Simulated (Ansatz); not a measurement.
`[CH3][AlH][N]=C=O` and `[CH3][GaH][N]=C=O` differ in one element.

Ansatz, PBE0-D4/def2-TZVP geometries, multiplicity 1. Each molecule was computed in one conformer, which needn't be the lowest.

Scalar relativity is left out up to krypton.

```tsv
property	`[CH3][AlH][N]=C=O`
LUMO energy (PBE0/def2-TZVPP) / eV	-1.28
HOMO–LUMO gap (B3LYP/def2-TZVPP) / eV	6.35
LUMO energy (ωB97M-V/def2-TZVPP) / eV	0.34
HOMO energy (PBE0/def2-TZVPP) / eV	-8.07
HOMO–LUMO gap (ωB97M-V/def2-TZVPP) / eV	10.60
HOMO energy (ωB97M-V/def2-TZVPP) / eV	-10.26
```

(1) Give the same properties after the change, and the shifts. (An estimate is asked.)

Answers

(1) The calculation gave: 
| property | `[CH3][GaH][N]=C=O` | shift |
| --- | --- | --- |
| LUMO energy (PBE0/def2-TZVPP) / eV | -1.52 | -0.24 |
| HOMO–LUMO gap (B3LYP/def2-TZVPP) / eV | 5.84 | -0.51 |
| LUMO energy (ωB97M-V/def2-TZVPP) / eV | 0.18 | -0.16 |
| HOMO energy (PBE0/def2-TZVPP) / eV | -7.88 | 0.19 |
| HOMO–LUMO gap (ωB97M-V/def2-TZVPP) / eV | 10.25 | -0.35 |
| HOMO energy (ωB97M-V/def2-TZVPP) / eV | -10.07 | 0.19 |

With PBE0 the HOMO rises by 0.19 eV and the LUMO falls by 0.24 eV, so the gap narrows by about 0.43 eV. PBE moves the HOMO by 0.21 eV and ωB97M-V by 0.19 eV.

B3LYP here is the variant with VWN-RPA as its local correlation; programs differ in this.
